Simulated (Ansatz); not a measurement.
`[OH][W]([OH])([OH])([OH])([Cl])[Cl]`. Charge 0, multiplicity 1. W takes the def2 core potential.

```xyz
11

O    -0.863    1.529   -0.789
W    -0.037    0.074    0.061
O    -0.771    0.249    1.753
O    -1.476   -1.001   -0.468
O     0.960   -0.569   -1.387
Cl    1.650    1.679    0.519
Cl    1.305   -1.553    1.217
H    -0.425    2.387   -0.796
H    -0.506   -0.230    2.544
H    -1.532   -1.382   -1.350
H     1.695   -1.182   -1.305
```

(1) What are the harmonic wavenumbers in cm⁻¹ at PBE0-D4/def2-TZVP (Ansatz, finite differences of forces, unscaled)? (Estimate.)

(2) Is this a minimum?

(3) Give the ideal-gas thermochemistry at 298.15 K and 1 bar (rigid rotor, harmonic oscillator; point group C1, symmetry number 1).

(4) And at 400, 500, 600, 800 and 1000 K?

Answers

(1) Ansatz gave: 97, 109, 127, 172, 203, 214, 258, 275, 304, 327, 347, 417, 462, 473, 494, 622, 631, 650, 679, 729, 751, 757, 813, 3851, 3868, 3873, 3878.

(2) Yes, all 27 modes are real.

(3) Zero-point energy 151.8 kJ/mol; H(298) − E = 182.4 kJ/mol; entropy 425.9 J/(mol·K), of which translation 180.9, rotation 123.8, vibration 121.2; G(298) − E = 55.4 kJ/mol. Modes under 100 cm⁻¹ are hindered rotations or soft bends, so the harmonic entropy is rough.

(4) 
```csv
T (K),H − E (kJ/mol),S (J/mol/K),G − E (kJ/mol)
400,200.4,477.7,9.3
500,219.6,520.6,-40.7
600,239.8,557.4,-94.6
800,281.9,617.8,-212.4
1000,325.5,666.4,-340.9
```
